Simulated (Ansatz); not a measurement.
`FC([SiH3])Cl` and `[NH2][AlH][CH]([SiH3])Cl` differ in one atom or group.

Ansatz, PBE0-D4/def2-TZVP geometries, multiplicity 1. Each molecule was computed in one conformer, which needn't be the lowest.

```tsv
property	`FC([SiH3])Cl`
LUMO energy (B3LYP/def2-TZVPP) / eV	-0.32
LUMO energy (ωB97M-V/def2-TZVPP) / eV	1.66
HOMO–LUMO gap (ωB97M-V/def2-TZVPP) / eV	12.27
HOMO energy (PBE0/def2-TZVPP) / eV	-8.35
size of the dipole moment (B3LYP/def2-TZVPP) / D	1.76
HOMO energy (PBE/def2-TZVPP) / eV	-6.94
```

**Question.** Give the same properties after the change, and the shifts. (An estimate is asked.)

**Answer.** Ansatz gave: 
| property | `[NH2][AlH][CH]([SiH3])Cl` | shift |
| --- | --- | --- |
| LUMO energy (B3LYP/def2-TZVPP) / eV | -0.91 | -0.59 |
| LUMO energy (ωB97M-V/def2-TZVPP) / eV | 0.89 | -0.77 |
| HOMO–LUMO gap (ωB97M-V/def2-TZVPP) / eV | 10.56 | -1.71 |
| HOMO energy (PBE0/def2-TZVPP) / eV | -7.47 | 0.88 |
| size of the dipole moment (B3LYP/def2-TZVPP) / D | 1.20 | -0.56 |
| HOMO energy (PBE/def2-TZVPP) / eV | -6.21 | 0.73 |

With PBE0 the HOMO rises by 0.88 eV and the LUMO falls by 0.65 eV, so the gap narrows by about 1.53 eV. PBE moves the HOMO by 0.73 eV and ωB97M-V by 0.94 eV. Dipoles are sizes alone; their direction can turn.

B3LYP here is the variant with VWN-RPA as its local correlation; programs differ in this.
